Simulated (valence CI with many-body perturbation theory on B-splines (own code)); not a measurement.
# Ta⁵⁷⁺: electric-dipole lines

Level of theory: relativistic CI+MBPT: six valence electrons over a frozen Dirac-Fock core [Ne], radial functions for each j: 9 s, 9 p, 8 d, 6 f, 3 g, 1 h, with the one-electron correlation potential Σ1, the two-electron term Σ2, the three-electron term Σ3, Breit, model QED; selected CI, second order for the rest, scaled by the run's own slope (own B-spline code, finite nucleus).

No measured spectrum was set against this ion. As an estimate, large intervals hold to a few tenths of a per cent, small ones and those within an open d or f shell to about a per cent. Among the levels kept, up to 960 cm⁻¹ of a level comes from second order outside the variational space, and about a tenth of that is noise between levels of different J, which matters for small intervals.

Lines 1 to 50 of 117 in falling wavelength, among levels below 48.854 Ry, chosen from the strongest by gf and those to the six lowest levels. Wavelengths and rates use the calculated energies. Electric multipoles are in the length gauge with retardation, E1 and E2 with the static RPA response of the core. Weak lines are less certain than strong ones. Lines between different terms over intervals too small for the method are left out, as are lines whose strength nearly cancels. The highest levels of a list are the least certain.

Levels are named by their leading jj configuration (3d3/2^4 stands for four electrons in 3d with j = 3/2), which in mixed levels can hold well under half, so a name can repeat and another be missing. Letters in brackets count levels of one name in rising energy.

```
λ vac (nm)                               Upper                               Lower   A (s⁻¹)  log gf  Branch %
     151.4      (3s^2 3p1/2^2 3d3/2 3d5/2) J=4      (3s^2 3p1/2 3p3/2^2 3d3/2) J=4  9.36e+03   -4.54       0.0
     98.90          (3s^2 3p1/2^2 3d5/2^2) J=4  (3s^2 3p1/2 3p3/2^2 3d5/2) J=4 [b]  4.27e+04   -4.25       0.0
     68.83            (3s^2 3p1/2 3p3/2^3) J=2      (3s^2 3p1/2^2 3p3/2 3d5/2) J=2  1.13e+05   -4.40       0.0
     66.80  (3s^2 3p1/2 3p3/2^2 3d3/2) J=3 [b]      (3s^2 3p1/2^2 3d3/2 3d5/2) J=4  6.15e+04   -4.54       0.0
     49.22          (3s^2 3p1/2^2 3d5/2^2) J=4  (3s^2 3p1/2 3p3/2^2 3d5/2) J=3 [a]  3.33e+05   -3.96       0.0
     40.76  (3s^2 3p1/2 3p3/2^2 3d3/2) J=2 [c]      (3s^2 3p1/2^2 3d3/2 3d5/2) J=2  1.96e+05   -4.61       0.0
     29.98  (3s^2 3p1/2 3p3/2^2 3d3/2) J=2 [c]      (3s^2 3p1/2^2 3d3/2 3d5/2) J=3  4.47e+05   -4.52       0.0
     23.01  (3s^2 3p1/2 3p3/2^2 3d3/2) J=1 [a]          (3s^2 3p1/2^2 3d3/2^2) J=0  1.07e+06   -4.60       0.0
     21.49          (3s^2 3p1/2^2 3d5/2^2) J=4  (3s^2 3p1/2 3p3/2^2 3d3/2) J=3 [b]  8.30e+05   -4.29       0.0
     19.45  (3s^2 3p1/2 3p3/2^2 3d5/2) J=4 [b]      (3s^2 3p1/2^2 3d3/2 3d5/2) J=4  2.76e+06   -3.85       3.5
     19.13      (3s^2 3p1/2^2 3d3/2 3d5/2) J=1            (3s 3p1/2^2 3p3/2^3) J=2  1.36e+06   -4.65       0.0
     18.55      (3s^2 3p1/2 3p3/2^2 3d5/2) J=5      (3s^2 3p1/2^2 3d3/2 3d5/2) J=4  9.49e+06   -3.27      13.8
     18.48  (3s^2 3p1/2 3p3/2^2 3d5/2) J=3 [a]      (3s^2 3p1/2^2 3d3/2 3d5/2) J=3  1.33e+06   -4.32       0.0
     18.47      (3s^2 3p1/2 3p3/2^2 3d5/2) J=1      (3s^2 3p1/2^2 3d3/2 3d5/2) J=1  2.32e+06   -4.45       0.0
     17.89      (3s^2 3p1/2 3p3/2^2 3d5/2) J=0      (3s^2 3p1/2^2 3d3/2 3d5/2) J=1  1.20e+07   -4.24       0.0
     16.52  (3s^2 3p1/2 3p3/2^2 3d3/2) J=2 [a]          (3s^2 3p1/2^2 3d3/2^2) J=2  1.68e+06   -4.46       0.0
     15.55  (3s^2 3p1/2 3p3/2^2 3d5/2) J=4 [b]      (3s^2 3p1/2^2 3d3/2 3d5/2) J=3  1.27e+07   -3.38      16.2
     14.94  (3s^2 3p1/2 3p3/2^2 3d3/2) J=3 [a]          (3s^2 3p1/2^2 3d3/2^2) J=2  1.56e+07   -3.44       0.0
     14.47            (3s^2 3p1/2 3p3/2^3) J=1      (3s^2 3p1/2^2 3p3/2 3d3/2) J=0  3.68e+06   -4.46       1.0
     14.42            (3s^2 3p1/2 3p3/2^3) J=1      (3s^2 3p1/2^2 3p3/2 3d3/2) J=1  4.69e+06   -4.36       1.2
     13.15            (3s^2 3p1/2 3p3/2^3) J=1      (3s^2 3p1/2^2 3p3/2 3d3/2) J=2  7.68e+05   -5.22       0.2
     13.07            (3s^2 3p1/2 3p3/2^3) J=2      (3s^2 3p1/2^2 3p3/2 3d3/2) J=3  1.19e+06   -4.82       0.5
     12.99            (3s^2 3p1/2 3p3/2^3) J=2      (3s^2 3p1/2^2 3p3/2 3d3/2) J=1  3.14e+07   -3.40      13.8
     12.81  (3s^2 3p1/2 3p3/2^2 3d5/2) J=3 [b]      (3s^2 3p1/2^2 3d3/2 3d5/2) J=2  3.52e+06   -4.22       0.2
     11.95            (3s^2 3p1/2 3p3/2^3) J=2      (3s^2 3p1/2^2 3p3/2 3d3/2) J=2  2.18e+07   -3.63       9.5
     11.67  (3s^2 3p1/2 3p3/2^2 3d3/2) J=1 [b]          (3s^2 3p1/2^2 3d3/2^2) J=0  2.74e+07   -3.78       0.0
     11.51  (3s^2 3p1/2 3p3/2^2 3d5/2) J=3 [b]      (3s^2 3p1/2^2 3d3/2 3d5/2) J=3  2.50e+06   -4.46       0.1
     10.52  (3s^2 3p1/2 3p3/2^2 3d3/2) J=3 [b]          (3s^2 3p1/2^2 3d3/2^2) J=2  3.66e+07   -3.37       0.0
     9.946  (3s^2 3p1/2 3p3/2^2 3d3/2) J=2 [c]          (3s^2 3p1/2^2 3d3/2^2) J=2  2.85e+07   -3.67       0.0
     9.542  (3s^2 3p1/2 3p3/2^2 3d3/2) J=1 [b]          (3s^2 3p1/2^2 3d3/2^2) J=2  7.45e+06   -4.52       0.0
     9.130          (3s^2 3p1/2^2 3d3/2^2) J=2      (3s^2 3p1/2^2 3p3/2 3d5/2) J=3  1.01e+08   -3.20       0.4
     8.016          (3s^2 3p1/2^2 3d3/2^2) J=2      (3s^2 3p1/2^2 3p3/2 3d5/2) J=2  6.64e+07   -3.49       0.2
     7.265            (3s 3p1/2^2 3p3/2^3) J=2            (3s^2 3p1/2 3p3/2^3) J=2  1.13e+10   -1.35       1.4
     6.883            (3s 3p1/2^2 3p3/2^3) J=2            (3s^2 3p1/2 3p3/2^3) J=1  1.58e+10   -1.25       2.0
     6.485            (3s 3p1/2^2 3p3/2^3) J=1            (3s^2 3p1/2 3p3/2^3) J=2  2.94e+10   -1.26       3.1
     6.180            (3s 3p1/2^2 3p3/2^3) J=1            (3s^2 3p1/2 3p3/2^3) J=1  8.81e+09   -1.82       0.9
     5.856  (3s^2 3p1/2 3p3/2^2 3d3/2) J=2 [a]            (3s^2 3p1/2 3p3/2^3) J=2  2.10e+09   -2.27      23.5
     5.787  (3s^2 3p1/2 3p3/2^2 3d3/2) J=1 [a]            (3s^2 3p1/2 3p3/2^3) J=2  1.88e+10   -1.55       6.0
     5.661      (3s^2 3p1/2^2 3d3/2 3d5/2) J=2      (3s^2 3p1/2^2 3p3/2 3d5/2) J=1  7.61e+09   -1.74       2.8
     5.659      (3s^2 3p1/2^2 3d3/2 3d5/2) J=3      (3s^2 3p1/2^2 3p3/2 3d5/2) J=3  4.26e+09   -1.84       1.8
     5.649      (3s^2 3p1/2^2 3p3/2 3d3/2) J=1          (3s^2 3p1/2^2 3p3/2^2) J=0  4.90e+09   -2.15      26.1
     5.645  (3s^2 3p1/2 3p3/2^2 3d3/2) J=3 [a]            (3s^2 3p1/2 3p3/2^3) J=2  2.12e+09   -2.15       4.9
     5.605  (3s^2 3p1/2 3p3/2^2 3d3/2) J=2 [a]            (3s^2 3p1/2 3p3/2^3) J=1  5.70e+08   -2.87       6.4
     5.571      (3s^2 3p1/2 3p3/2^2 3d3/2) J=0            (3s^2 3p1/2 3p3/2^3) J=1  1.29e+10   -2.22      97.8
     5.545      (3s^2 3p1/2^2 3d3/2 3d5/2) J=1      (3s^2 3p1/2^2 3p3/2 3d5/2) J=1  2.36e+09   -2.49       0.8
     5.543  (3s^2 3p1/2 3p3/2^2 3d3/2) J=1 [a]            (3s^2 3p1/2 3p3/2^3) J=1  3.11e+08   -3.37       0.1
     5.390      (3s^2 3p1/2^2 3d3/2 3d5/2) J=2      (3s^2 3p1/2^2 3p3/2 3d5/2) J=3  4.73e+09   -1.99       1.8
     5.376      (3s^2 3p1/2^2 3p3/2 3d3/2) J=2          (3s^2 3p1/2^2 3p3/2^2) J=2  8.39e+09   -1.74     100.0
     5.355          (3s^2 3p1/2^2 3d3/2^2) J=2      (3s^2 3p1/2^2 3p3/2 3d3/2) J=3  7.52e+09   -1.79      27.6
     5.342          (3s^2 3p1/2^2 3d3/2^2) J=2      (3s^2 3p1/2^2 3p3/2 3d3/2) J=1  1.01e+10   -1.66      37.2
```

How does gf follow from A for the line at 6.883 nm?

gf = 1.4992 × (2J+1)_upper × A / σ², with σ = 1452837 cm⁻¹ and 2J+1 = 5: gf = 0.0562.
